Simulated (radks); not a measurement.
Pd+, configuration [Ar] 3d10 4s2 4p5.5 4d9.5 (fractional occupations, a model configuration).

Method: scalar-relativistic Kohn-Sham, SCAN, spin-polarised, spherical densities, finite nucleus; open shells are filled with parallel spins first (spin-orbit coupling, left out, can overturn this in heavy ions); meta-GGA in the generalised Kohn-Sham scheme; Fermi nuclear charge, rms radius 4.5318 fm; computed with a radial shooting solver on a logarithmic mesh with Libxc functionals.

Energy parts (eV):
total: -137298.387
kinetic: 142414.016
electron-nucleus: -331230.869
Hartree: 55447.359
exchange-correlation: -3928.892

Orbitals (lengths in bohr, moments of r in powers of bohr):
orbital	occ.	eigenvalue (eV)	<r>	<r^4>
1s up	1	-24227.33	0.03186	4.892e-06
1s down	1	-24227.19	0.03186	4.892e-06
2s up	1	-3562.882	0.1382	0.0008744
2s down	1	-3562.706	0.1382	0.0008743
2p up	3	-3192.228	0.1206	0.0006283
2p down	3	-3192.015	0.1206	0.0006283
3s up	1	-658.7865	0.3783	0.04118
3s down	1	-658.6450	0.3783	0.04115
3p up	3	-535.7965	0.3781	0.04449
3p down	3	-535.6054	0.3781	0.04444
3d up	5	-341.3755	0.3576	0.04394
3d down	5	-341.1070	0.3575	0.04384
4s up	1	-100.6886	0.9469	1.552
4s down	1	-99.3121	0.9475	1.560
4p up	3	-65.4305	1.039	2.418
4p down	2.5	-64.1334	1.041	2.451
4d up	5	-15.5924	1.428	12.64
4d down	4.5	-14.6710	1.452	13.92

The highest occupied level is 4d down at -14.671 eV. The spin density at the nucleus is 0.4078 e/bohr^3 (1s -0.2948, 2s -0.0548, 3s 0.7720, 4s -0.0146). The density falls to 0.001 e/bohr^3 at r = 3.63 bohr. Summed over all electrons, <r^2> = 35.86 bohr^2, which gives a Langevin (diamagnetic) susceptibility term of -28.4 x 10^-6 cm^3/mol. Spin moment in Bohr magnetons: 1.

Empty levels of this run are not shown, since the potential may be unsettled where no density lies.
